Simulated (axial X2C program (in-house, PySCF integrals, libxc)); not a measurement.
# Nuclear properties of WSi⁺

Calculated with an axial X2C code built on PySCF integrals: two-component X2C with atomic mean-field Coulomb and Gaunt terms, Gaussian nuclei, basis W dyall-cv3z, Si dyall-v3z with contracted cores.

R = 2.417 Å (near the PBE0 minimum at charge 1 of the determinant lowest at the starting distance; the state shown can have its own minimum elsewhere).

Input and command:
```json
{"zs": [74, 14], "q": 1, "bas": ["dyall-cv3z", "dyall-v3z"], "r0": 2.53, "levels": ["PBE0", "HF", "PBE50", "TPSSh", "BP86"], "nst": 3}
```
```bash
python soeom.py task.json out
```

Keys: zs atomic numbers; q charge; bas basis sets; r0 starting distance in Å; levels methods; nst determinants followed.

Determinant lowest in the PBE0 search, Ω = 5/2 (⟨Sz⟩ = 2.46, ⟨Lz⟩ = 0.04 at PBE0), spin on the atoms W 2.24, Si 0.22:

```json
{"level": "PBE0", "Eeff magnitude (GV/cm)": "10.2", "Ws magnitude W (kHz)": "3.09", "A∥/gI W (MHz)": "1560", "qzz W (a.u.)": "0.36", "A∥/gI Si (MHz)": "-21.7", "qzz Si (a.u.)": "-2.14"}
{"level": "HF", "Eeff magnitude (GV/cm)": "26.7", "Ws magnitude W (kHz)": "11.8", "A∥/gI W (MHz)": "1270", "qzz W (a.u.)": "-1.42", "A∥/gI Si (MHz)": "-93.7", "qzz Si (a.u.)": "-1.94"}
{"level": "PBE50", "Eeff magnitude (GV/cm)": "6.43", "Ws magnitude W (kHz)": "1.51", "A∥/gI W (MHz)": "1490", "qzz W (a.u.)": "0.07", "A∥/gI Si (MHz)": "-23.5", "qzz Si (a.u.)": "-2.37"}
{"level": "TPSSh", "Eeff magnitude (GV/cm)": "10.9", "Ws magnitude W (kHz)": "3.44", "A∥/gI W (MHz)": "1540", "qzz W (a.u.)": "0.40", "A∥/gI Si (MHz)": "-15.7", "qzz Si (a.u.)": "-2.04"}
{"level": "BP86", "Eeff magnitude (GV/cm)": "12", "Ws magnitude W (kHz)": "3.88", "A∥/gI W (MHz)": "1690", "qzz W (a.u.)": "0.37", "A∥/gI Si (MHz)": "-19.6", "qzz Si (a.u.)": "-1.93"}
```

Determinant 0.70 eV from it at PBE0 and this distance, Ω = 7/2 (⟨Sz⟩ = 2.45, ⟨Lz⟩ = 1.05 at PBE0), spin on the atoms W 2.38, Si 0.07:

```
level  Eeff magnitude (GV/cm)  Ws magnitude W (kHz)  A∥/gI W (MHz)  qzz W (a.u.)  A∥/gI Si (MHz)  qzz Si (a.u.)
 PBE0                    13.2                   4.3           1930          1.25             105          -0.19
   HF                    27.9                  8.87           1390         -0.84              88          -0.48
PBE50                    20.6                   6.5           1760          0.64             104          -0.30
TPSSh                    11.5                  3.76           1940          1.36             103          -0.18
 BP86                    4.85                  1.76           2130          1.44             103          -0.11
```

Eeff is the effective electric field on the electron electric dipole moment in this Ω state and Ws the scalar–pseudoscalar constant of the nucleus named (defined with the proton number Z and per Ω); A∥ (defined per Ω) follows by multiplying with gI = μI/(I μN); qzz is the electric field gradient, eQq0 = 234.96 MHz × Q/barn × qzz. The operators were transformed with the bare-nucleus X2C matrices; with these basis sets, hyperfine constants and field gradients can be off by tens of per cent, and where levels differ in sign neither size nor sign is settled.

Problem. With gI(183W) = 0.2356 (g factors from the IAEA table of nuclear moments by Stone), turn the PBE0 values of the first state into constants in MHz.

Solution. A∥(183W) = 1560 × 0.2356 = 368 MHz.

Each state is one determinant with collinear spin, which with several unpaired electrons need not be a pure state. Unrestricted Hartree–Fock can overshoot spin polarisation at the nuclei. In the state Ω = 5/2 the sign of Eeff differs between levels (HF against PBE0). This is the top spin component of a Σ state; components of lower Ω are not single determinants and can lie lower. With several open shells hyperfine constants can be off by a factor of several. Where Eeff spreads by more than a factor of two the levels disagree and none is to be relied on. The search compared states at one distance, so a state with another bond length can lie lower. The sign of Ws at W differs between levels in the first state. Further determinants of the search, some of them spin-mixed, are not shown. Where a field gradient or hyperfine factor spreads by more than a factor of two over the levels, a constant derived from it is not to be relied on. PBE0 term energies can be off by some tenths of an eV.
